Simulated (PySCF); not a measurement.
Electron correlation in Fe (iron, neutral)

[Ar] 3d6 4s2, high-spin 5D determinant. Calculation: PySCF 2.14, in aug-cc-pVDZ (7s6p4d2f, 59 functions); the non-relativistic Hamiltonian (point nucleus). Frozen: [Ar]; 8 electrons correlated.

```
  level  correlation energy (mhartree)
   CCSD                        -169.26
    (T)                          -5.21
CCSD(T)                        -174.47
```

Diagnostics: T1 = 0.023, D1 = 0.0689, largest double amplitude 0.065.

Question: Is a single reference adequate?

Answer: Yes: T1 lies below 0.03 and no double amplitude reaches 0.07.
